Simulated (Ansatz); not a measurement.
Relaxation of Cl₅Ge (6 atoms, charge 0, multiplicity 2), to a largest force component of 0.03 eV/Å in at most 50 steps.

Level of theory: UHF/def2-SVP (Ansatz).

```xyz
6
Properties=species:S:1:pos:R:3:forces:R:3
Ge 0.001 0.000 -0.082 0.00 0.00 0.96
Cl 0.002 0.000 2.103 0.00 0.00 -1.14
Cl 2.007 0.000 -0.770 -0.02 0.00 0.01
Cl -1.003 1.738 -0.768 0.01 -0.02 0.01
Cl -1.003 -1.738 -0.768 0.01 0.02 0.01
Cl -0.002 0.000 5.348 0.00 0.00 0.16
```

Problem. Where does it end, and by what steps?

Solution. The forces met the threshold. After 6 steps the energy has fallen by 0.074 eV; Cl6 moved furthest, 0.54 Å.

| step | energy less start (eV) | largest force component (eV/Å) | accepted |
| --- | --- | --- | --- |
| 0 | 0.0000 | 1.138 | yes |
| 1 | -0.0324 | 0.207 | yes |
| 2 | -0.0575 | 0.062 | yes |
| 3 | -0.0687 | 0.179 | yes |
| 4 | -0.0728 | 0.232 | yes |
| 5 | -0.0742 | 0.059 | yes |
| 6 | -0.0743 | 0.004 | yes |

```xyz
6
Properties=species:S:1:pos:R:3
Ge 0.001 0.000 -0.164
Cl 0.004 0.000 1.958
Cl 2.002 0.000 -0.877
Cl -1.001 1.733 -0.872
Cl -1.001 -1.733 -0.872
Cl -0.004 0.000 5.889
```

Whether the end is a true minimum wasn't checked by a vibrational analysis.

The run took 2.1 min on 4 threads of Arm Neoverse V2, on a shared host, peak memory 0.87 GiB.
